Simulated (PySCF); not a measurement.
Species: C₂H₇AlO, net charge 0, singlet state. SMILES: [CH3][Al]([CH3])[OH]
Structure (B3LYP-D3(BJ)/def2-TZVP (Ansatz) minimum search):
```
Al
O 1 1.7086
H 2 0.9580 1 123.62
C 1 1.9492 2 115.84 3 -179.96
H 4 1.0914 1 111.95 2 -0.44
H 4 1.0943 5 107.90 1 122.77
H 4 1.0943 5 107.87 6 114.52
C 1 1.9573 2 120.77 3 0.09
H 8 1.0921 1 113.37 2 -1.20
H 8 1.0945 9 107.60 1 123.00
H 8 1.0946 9 107.55 10 114.12
```
Charge 0, spin multiplicity 1.

Dispersion corrections to the total energy (kcal/mol) from the dftd3 and dftd4 libraries through PySCF: D3(BJ) without and D4 with the three-body term, each with the damping fitted for the functional named.

```json
[
 {"functional": "BP86", "D3(BJ)": "-6.45", "D4": "-5.10"},
 {"functional": "PBE", "D3(BJ)": "-3.91", "D4": "-3.79"},
 {"functional": "B2PLYP", "D3(BJ)": "(withheld)", "D4": "-2.64"},
 {"functional": "CAM-B3LYP", "D3(BJ)": "-3.21", "D4": "(withheld)"},
 {"functional": "B3LYP", "D3(BJ)": "-6.94", "D4": "(withheld)"},
 {"functional": "PW6B95", "D3(BJ)": "-2.15", "D4": "-3.31"},
 {"functional": "BHLYP", "D3(BJ)": "-5.64", "D4": "-4.68"}
]
```

### Question
Complete the blanks.

### Answer

- B2PLYP, D3(BJ): -3.34
- CAM-B3LYP, D4: -3.27
- B3LYP, D4: -6.07
